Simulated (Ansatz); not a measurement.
System: pyrimidine, C$_{4}$H$_{4}$N$_{2}$, charge 0, multiplicity 1. 
Coordinates optimised at B3LYP-D3(BJ)/def2-TZVP (Ansatz, an electronic-structure program):
SMILES: c1cncnc1
```xyz
10

C     -1.3470     0.0701    -0.0364
C     -0.6833    -1.1427     0.0782
N      0.6465    -1.2224     0.1150
C      1.3054    -0.0679     0.0353
N      0.7750     1.1485    -0.0766
C     -0.5560     1.2071    -0.1117
H     -2.4264     0.1262    -0.0656
H     -1.2290    -2.0783     0.1425
H      2.3882    -0.1242     0.0646
H     -0.9974     2.1941    -0.2027
```

Computed values are from Ansatz. Cores are frozen in the correlated levels unless marked. Open shells are spin-unrestricted. No spin-orbit coupling. No relativistic terms. CBS(X,Y): correlation extrapolated as X^-3; Hartree-Fock from the larger set (for Q and 5 zeta extrapolated as (X+1)exp(-9√X)).

```json
{
 "atomisation energy De": "4627.9 kJ/mol at CCSD(T)/CBS(cc-pVQZ,cc-pV5Z)",
 "total_energy": "-263.9826 Eh at CCSD(T)/CBS(cc-pVQZ,cc-pV5Z)",
 "dipole_moment": "2.34 D at CCSD(T)/aug-cc-pVDZ",
 "T1 diagnostic": "0.014 at CCSD/cc-pV5Z",
 "measured enthalpy of formation, 298 K": "195.7 kJ/mol (CRC Handbook, as tabulated in the package chemicals; older table, unchecked)"
}
```

The Hartree-Fock reference is unstable (checked in the largest basis), which strains HF and MP2.
